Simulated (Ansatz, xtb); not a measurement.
Reaction (SMILES): C/C=C/Cl + 2 C (CH4) -> C=C (C2H4) [ethene] + CC (C2H6) [ethane] + CCl (CH3Cl)
Structures are relaxed separately at B3LYP-D3(BJ)/def2-TZVP in Ansatz (an electronic-structure program).

Quantity: bond separation energy (electronic energy difference), in kcal/mol. Cores are frozen in the correlated levels unless marked. Spin-orbit coupling is left out. No relativistic terms. CBS marks a two-point X^-3 extrapolation of the correlation energy; Hartree-Fock from the larger set. [CCSD(T)-MP2]/basis is that difference in the basis named.

| level | program | bond separation energy (kcal/mol) |
|---|---|---|
| GFN2-xTB | xtb | ? |
| PBE/def2-TZVPD | Ansatz | ? |
| wB97X/def2-TZVPD | Ansatz | 9.2 |
| RPA@PBE/cc-pV(T+d)Z | Ansatz | 7.8 |
| RI-MP2/CBS(cc-pV(T+d)Z,cc-pV(Q+d)Z)+[CCSD(T)-MP2]/cc-pV(T+d)Z | Ansatz | 9.2 |

Fill in the missing entries.


- GFN2-xTB, bond separation energy (kcal/mol): 16.0
- PBE/def2-TZVPD, bond separation energy (kcal/mol): 10.9
